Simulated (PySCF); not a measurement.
## Partial charges of `C#C[Si](F)(F)C#CC`

Compound: C5H4F2Si.
Cartesian coordinates in Å at the GFN2-xTB level; atoms count from 1:
```
atom  x, y, z in Å
C1     3.3452   -1.2794    0.1730
C2     2.5658   -0.3667    0.1276
Si3    1.3542    1.0168    0.0478
F4     1.6989    1.9640   -1.1961
F5     1.5851    2.0033    1.2874
C6    -0.3887    0.4597   -0.0289
C7    -1.5314    0.0798   -0.0751
C8    -2.9011   -0.3653   -0.1326
H9     4.0339   -2.0734    0.2133
H10   -3.5684    0.4511    0.1424
H11   -3.0513   -1.1947    0.5580
H12   -3.1411   -0.6958   -1.1428
```

Density: PBE0/pcSseg-1 (PySCF); schemes: Mulliken, IAO, Hirshfeld and ESP-fitted. Isolated species at its GFN2-xTB geometry, gas phase.

Problem. What partial charge does each atom carry?

Solution. In e; atoms taken as equivalent share a row and are averaged (×n: the atom named and its like, n in all):

```json
{"atom": "C1", "environment": "terminal alkyne carbon", "Mulliken": "-0.117", "IAO": "-0.144", "Hirshfeld": "-0.052", "ESP-fitted": "-0.165"}
{"atom": "C2", "environment": "alkyne carbon", "Mulliken": "-0.218", "IAO": "-0.371", "Hirshfeld": "-0.154", "ESP-fitted": "-0.401"}
{"atom": "Si3", "environment": "fluorine-bound silicon", "Mulliken": "+1.236", "IAO": "+1.608", "Hirshfeld": "+0.541", "ESP-fitted": "+1.307"}
{"atom": "F4/F5", "environment": "silicon-bound fluorine", "Mulliken": "-0.396", "IAO": "-0.517", "Hirshfeld": "-0.194", "ESP-fitted": "-0.361"}
{"atom": "C6", "environment": "alkyne carbon", "Mulliken": "-0.481", "IAO": "-0.432", "Hirshfeld": "-0.187", "ESP-fitted": "-0.695"}
{"atom": "C7", "environment": "alkyne carbon", "Mulliken": "-0.031", "IAO": "+0.056", "Hirshfeld": "+0.008", "ESP-fitted": "+0.383"}
{"atom": "C8", "environment": "propargylic carbon", "Mulliken": "-0.159", "IAO": "-0.443", "Hirshfeld": "-0.086", "ESP-fitted": "-0.580"}
{"atom": "H9", "environment": "alkyne hydrogen", "Mulliken": "+0.076", "IAO": "+0.210", "Hirshfeld": "+0.107", "ESP-fitted": "+0.275"}
{"atom": "H10/H11/H12", "environment": "methyl hydrogen", "Mulliken": "+0.162", "IAO": "+0.183", "Hirshfeld": "+0.070", "ESP-fitted": "+0.199"}
```

Mean size of the charges over all atoms: ESP-fitted 0.427 e, IAO 0.404 e, Mulliken 0.300 e, Hirshfeld 0.145 e. Each set sums to the total charge, 0, to within 0.001 e. The IAO scheme projects the occupied orbitals on a minimal set of polarised atomic orbitals and counts the electrons in each atom's part of it.

Lowest charge. The schemes don't all agree: Mulliken C6 (-0.481); IAO F4/F5 (-0.517); Hirshfeld F4/F5 (-0.194); ESP-fitted C6 (-0.695).

Highest charge. All schemes agree: Mulliken Si3 (+1.236); IAO Si3 (+1.608); Hirshfeld Si3 (+0.541); ESP-fitted Si3 (+1.307).

Problem. How many electrons does the Hirshfeld scheme count on C8?

Solution. Z − q = 6 − (-0.086) = 6.086.

Problem. Sum the charges by element, for elements with more than one atom.

Solution. 
| element | atoms | Mulliken | IAO | Hirshfeld | ESP-fitted |
| --- | --- | --- | --- | --- | --- |
| C | 5 | -1.006 | -1.333 | -0.471 | -1.458 |
| F | 2 | -0.792 | -1.034 | -0.388 | -0.722 |
| H | 4 | +0.562 | +0.759 | +0.318 | +0.872 |

Problem. How closely do the schemes follow one another over all atoms?

Solution. Correlation coefficient and root-mean-square difference: IAO with Hirshfeld 0.99, 0.370 e; Mulliken with Hirshfeld 0.99, 0.240 e; Mulliken with IAO 0.98, 0.159 e; IAO with ESP-fitted 0.95, 0.168 e; Hirshfeld with ESP-fitted 0.95, 0.346 e; Mulliken with ESP-fitted 0.93, 0.200 e.

These values come from a run that also computed NMR shieldings. On an Arm Neoverse N1 with one thread, on a shared host, this took 46 s (with the writing of density and orbital grids) and 0.73 GiB of memory at its peak.
